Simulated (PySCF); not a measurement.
## A survey of $^{29}$Si NMR shifts

[PySCF: GIAO PBE0/pcSseg-1 shieldings; GFN2-xTB structure; isolated molecule; a single conformation; averaged over atoms made equivalent by symmetry, fast rotation or ring inversion; relativity neglected]

Shieldings were converted by a linear fit to measured shifts: $^{29}$Si (scatter 8.9 ppm rms, 25.8 ppm with the 6 outliers that the fit left out vs TMS, solution or neat liquid). Occasional misses reach two or three times the rms, and more in compound classes unlike the fitted ones.

**Question.** Give the $^{29}$Si shifts of `N#Cc1csc([SiH3])p1`, `CC(=O)[Si@@H]1CC[SiH2]N1`, `C=CCC1([SiH2]N=C)CC1`, `C=N/C=C\C[SiH2]O[SiH3]`, `C/N=C/[Si@H]1CC[SiH2]O1`, `[H]/N=C\CCO[SiH3]`, `[H]/N=C1\C=CC[C@H]1CC[SiH3]`.

**Answer.** 
```
                                                   compound                                             environment  δ (ppm)
                                         N#Cc1csc([SiH3])p1                                silicon bonded to C, 3 H    -70.6
[CH3:1][C:2](=[O:3])[Si@@H:4]1[CH2:5][CH2:6][SiH2:7][NH:8]1  Si7: silicon bonded to C, N, 2 H, in a 5-membered ring    -23.3
[CH3:1][C:2](=[O:3])[Si@@H:4]1[CH2:5][CH2:6][SiH2:7][NH:8]1  Si4: silicon bonded to 2 C, N, H, in a 5-membered ring    -25.4
                                       C=CCC1([SiH2]N=C)CC1                             silicon bonded to C, N, 2 H    -33.5
   [CH2:1]=[N:2]/[CH:3]=[CH:4]\[CH2:5][SiH2:6][O:7][SiH3:8]                        Si6: silicon bonded to C, O, 2 H    -26.7
   [CH2:1]=[N:2]/[CH:3]=[CH:4]\[CH2:5][SiH2:6][O:7][SiH3:8]                           Si8: silicon bonded to O, 3 H    -42.0
 [CH3:1]/[N:2]=[CH:3]/[Si@H:4]1[CH2:5][CH2:6][SiH2:7][O:8]1  Si7: silicon bonded to C, O, 2 H, in a 5-membered ring     -8.8
 [CH3:1]/[N:2]=[CH:3]/[Si@H:4]1[CH2:5][CH2:6][SiH2:7][O:8]1  Si4: silicon bonded to 2 C, O, H, in a 5-membered ring    -11.3
                                          [H]/N=C\CCO[SiH3]                                silicon bonded to O, 3 H    -36.7
                                [H]/N=C1\C=CC[C@H]1CC[SiH3]                                silicon bonded to C, 3 H    -65.7
```
